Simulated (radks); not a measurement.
The numbers below are computed, except where a source is named.
Ionisation ladder of lanthanum, from La XXIII to La XLIV. Each ion is in the ground configuration listed by NIST, and IE = E(next ion) - E(this ion). Level of theory: Dirac Kohn-Sham, PBE, spin-unpolarised, spherical densities, point nucleus; open shells are shared between the two j in proportion to 2j + 1 (a radial shooting solver on a logarithmic mesh with Libxc functionals).

| species | configuration | IE, Delta-SCF (eV) | <r> HOMO (bohr) | IE, NIST (eV) | kind | error (eV) |
|---|---|---|---|---|---|---|
| La XXIII | [Ar] 3d10 4s2 4p5 | 742.10 | 0.626 | 731 | theory | +11.1 |
| La XXIV | [Ar] 3d10 4s2 4p4 | 778.91 | 0.620 | 770 | theory | +8.9 |
| La XXV | [Ar] 3d10 4s2 4p3 | 816.04 | 0.614 | 806 | theory | +10.0 |
| La XXVI | [Ar] 3d10 4s2 4p2 | 853.42 | 0.609 | 865 | theory | -11.6 |
| La XXVII | [Ar] 3d10 4s2 4p1 | 891.02 | 0.603 | 906 | theory | -15.0 |
| La XXVIII | [Ar] 3d10 4s2 | 1004.0 | 0.579 | 995 | theory | +9.0 |
| La XXIX | [Ar] 3d10 4s1 | 1043.3 | 0.575 | 1039.1 | semi-emp. | +4.2 |
| La XXX | [Ar] 3d10 | 1807.8 | 0.253 | 1800 | theory | +7.8 |
| La XXXI | [Ar] 3d9 | 1896.8 | 0.250 | 1884 | theory | +12.8 |
| La XXXII | [Ar] 3d8 | 1987.4 | 0.247 | 1974 | theory | +13.4 |
| La XXXIII | [Ar] 3d7 | 2079.4 | 0.244 | 2069 | theory | +10.4 |
| La XXXIV | [Ar] 3d6 | 2172.9 | 0.242 | 2162 | theory | +10.9 |
| La XXXV | [Ar] 3d5 | 2267.9 | 0.239 | 2259 | theory | +8.9 |
| La XXXVI | [Ar] 3d4 | 2364.4 | 0.237 | 2377 | theory | -12.6 |
| La XXXVII | [Ar] 3d3 | 2462.3 | 0.234 | 2473 | theory | -10.7 |
| La XXXVIII | [Ar] 3d2 | 2561.5 | 0.232 | 2577 | theory | -15.5 |
| La XXXIX | [Ar] 3d1 | 2662.1 | 0.229 | 2674 | theory | -11.9 |
| La XL | [Ar] | 2989.3 | 0.258 | 2950 | theory | +39.3 |
| La XLI | [Ne] 3s2 3p5 | 3080.0 | 0.256 | 3036 | theory | +44.0 |
| La XLII | [Ne] 3s2 3p4 | 3171.3 | 0.254 | 3133 | theory | +38.3 |
| La XLIII | [Ne] 3s2 3p3 | 3263.0 | 0.253 | 3222 | theory | +41.0 |
| La XLIV | [Ne] 3s2 3p2 | 3355.0 | 0.251 | 3416 | theory | -61.0 |

Reference values: NIST Atomic Spectra Database (exp. = measured, semi-emp. = semi-empirical, theory = theoretical value adopted there). The ionisation energy per charge of the ion left behind rises most, in proportion, at La XXX ([Ar] 3d10), from 35.974 to 60.260 eV. Spin polarisation and multiplet splitting are left out, so open shells lie too high by an amount that depends on their filling. Sharing an open shell by 2j + 1 raises it above the true ground level by a part of the spin-orbit splitting, which enters the differences from NIST.

Beside tabulated values, note that spin-unpolarised runs miss the spin-polarisation part of the exchange energy of open shells.
